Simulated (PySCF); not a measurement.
PySCF input for CHO2, SMILES [O]C=O, multiplicity 2, PBE/pcH-1. Geometry optimised at PBE0-D3(BJ)/def2-TZVP. A frequency run showed that this geometry is not a minimum. The isomer is the one that the SMILES or the coordinates give; other isomers of the formula were not compared.

```python
import numpy as np
from pyscf import gto, scf, dft
from pyscf.prop.hfc import uks as hfc
from pyscf.prop.gtensor import uks as gtensor

mol = gto.M(
    atom='''
    O     0.00000000    1.16068704    0.15977329
    C     0.00000000    0.00000000   -0.19792294
    O     0.00000000   -1.16068704    0.15977329
    H     0.00000000    0.00000000   -1.36883499
    ''',
    basis='pcH-1',
    charge=0,
    spin=1,
    max_memory=1600,
    verbose=3,
)
mf = dft.UKS(mol, xc='pbe')
mf.grids.level = 3
mf.conv_tol = 1e-10
mf.max_cycle = 100
mf.kernel()
fine, coarse = mf.grids, dft.Grids(mol).set(level=1).build(with_non0tab=True)
for _ in range(3):  # follow internal instabilities
    mf.grids = coarse
    mo, _, stable, _ = mf.stability(return_status=True, nroots=4)
    mf.grids = fine
    if stable:
        break
    mf.kernel(mf.make_rdm1(mo, mf.mo_occ))
A = hfc.HFC(mf).make_fcdip(mf.make_rdm1())  # Fermi contact and dipolar terms, MHz
print('atom   A(iso)/MHz   principal dipolar parts/MHz')
for i, a in enumerate(A):
    w = np.linalg.eigvalsh((a + a.T) / 2)
    print(f'{mol.atom_symbol(i):2s}{i + 1:3d} {w.mean():12.2f}', (w - w.mean()).round(2))
gt = gtensor.GTensor(mf)
gt.dia_soc2e, gt.para_soc2e, gt.so_eff_charge = None, None, True
gt.max_cycle_cphf = 60
g = gt.kernel()
```

Output:

```

WARN: HOMO -0.300635389080643 >= LUMO -0.30063538908059


WARN: HOMO -0.166103612711566 >= LUMO -0.165893925639205

converged SCF energy = -188.908365884936  <S^2> = 0.75286266  2S+1 = 2.0028606
<class 'pyscf.dft.uks.UKS'> wavefunction is stable in the internal stability analysis
atom   A(iso)/MHz   principal dipolar parts/MHz
O   1       -16.76 [-118.04   57.81   60.23]
C   2       -73.73 [-11.85   3.54   8.31]
O   3       -16.76 [-118.04   57.81   60.23]
H   4       675.66 [-6.9  -5.76 12.66]
SOC(1e)/OZ [ 0.00409153 -0.00169363 -0.00014759]
free electron g 2.00231930436182
g-tensor total [2.0062214  2.00050821 2.00197208]
g-shift (ppt) [ 3.9020923  -1.81109255 -0.347227  ]
```

Self-consistency was reached.
